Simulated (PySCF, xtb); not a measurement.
CH₄CdO₂, SMILES C[O][Cd][OH].

GFN2-xTB (xtb) at its own geometry gives an orbital gap of 2.81 eV and a dipole moment of 4.61 D.

Coordinates come from a r2SCAN-D4/def2-SVP optimisation. The structure was generated by enumeration; whether it is a known compound was not checked. The def2 effective core potentials stand for the cores of Cd; spin–orbit coupling is left out. Other conformers were not sampled.

What does PBE0/def2-TZVPD (PySCF) give? (Estimate from the structure and the level; the computed values follow.)

gap 5.74 eV (levels -7.32 and -1.58 eV), dipole 1.88 D.
